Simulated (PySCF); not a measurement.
**Electron correlation in C (carbon, neutral)**

[He] 2s2 2p2, high-spin 3P determinant. Calculation: PySCF 2.14, in aug-cc-pVTZ (5s4p3d2f, 46 functions); no relativity, point nucleus. Frozen: 1s2; 4 electrons correlated.

| level | correlation energy (mhartree) |
| --- | --- |
| CCSD | -87.84 |
| (T) | -2.17 |
| CCSD(T) | -90.01 |
| CCSDT | -90.52 |

Diagnostics: T1 = 0.0095, D1 = 0.0172, largest double amplitude 0.071.

Cost of the coupled-cluster step: about 1.3 core-seconds, for 4 correlated electrons.
